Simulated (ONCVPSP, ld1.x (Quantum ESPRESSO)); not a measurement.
## Potentials for As (Z = 33) compared

Generated with ld1.x 7.5 (TM, RRKJ, ultrasoft, PAW), atompaw 4.2 or ONCVPSP 4.0.1. The cutoff is in Ry: for ld1.x and atompaw files where the sum of valence levels is converged to 10 mRy in a Bessel basis, for ONCV files where the hardest occupied wave has 1 mHa per electron of residual kinetic energy. The error is the largest all-electron minus pseudo excitation energy over each file’s own four to seven test configurations (ionisations up to +4, promotions, holes and added fractions of an electron), all of which were solved. The labels leave out finer settings (local radius, basis sizes, second energies), which also bear on the numbers. Spin-polarised tests are not counted. The rows are a selection from randomly drawn settings: files with unsolved tests, undetermined cutoffs or missed reference levels are left out.

A true bound ghost makes a file unfit for plane-wave use even where its test errors are small: the radial tests pick states by their node count and pass the ghost by.

| potential | cutoff (Ry) | largest error (meV) | bound ghosts |
| --- | --- | --- | --- |
| ONCV, LDA (Perdew-Zunger), scalar-relativistic, rc 1.60/2.05/2.15 (spd), local smoothed, core correction yes, reference 4s2 4p3, qcut 3.5/3.8/4.3, projectors 3/2/2 | 67 | -10 | s |
| TM semilocal, PBE, scalar-relativistic, rc 1.15/1.85 (sp), local p, core correction yes, reference 4s2 4p3 | 70 | -73 | none |
| ONCV, PBE, scalar-relativistic, rc 0.90/0.90/0.65 (spd), local smoothed, core correction no, reference 3s2 3p6 3d10 4s2 4p3, qcut 12.3/13.9/23.5, projectors 2/2/2 | 459 | -2.8 | none |
| ONCV, LDA (Perdew-Wang 92), fully relativistic, rc 1.35/2.00 (sp), local smoothed, core correction yes, reference 4s1.75 4p3.25, qcut 4.7/4.5, projectors 3/2 | 20 | -48 | s |
| ONCV, PBE, scalar-relativistic, rc 1.70/1.55/0.70 (spd), local smoothed, core correction yes, reference 3d10 4s2 4p3, qcut 5/4.9/20, projectors 2/2/2 | 347 | -2.1 | s |
| ONCV, PBEsol, fully relativistic, rc 1.60/2.00 (sp), local smoothed, core correction no, reference 4s2 4p3, qcut 4.1/5, projectors 2/2 | 31 | -64 | none |
| ONCV, PBEsol, fully relativistic, rc 0.85/0.85/1.20 (spd), local smoothed, core correction yes, reference 3s2 3p6 3d10 4s2 4p2.5, qcut 13.8/14.3/15, projectors 2/2/3 | 166 | -171 | none |
| ONCV, PBE, scalar-relativistic, rc 1.45/1.60/0.90 (spd), local smoothed, core correction no, reference 3d10 4s2 4p3, qcut 5.1/5.1/13.7, projectors 2/1/2 | 337 | +8.9 | none |

**Question.** Fill in the row for As: TM, LDA (PZ), scalar-relativistic, rc 1.50/1.85 (sp), local p, core correction no, reference 4s2 4p1.

**Answer.** cutoff 35 Ry, largest error +318 meV, bound ghosts: none.
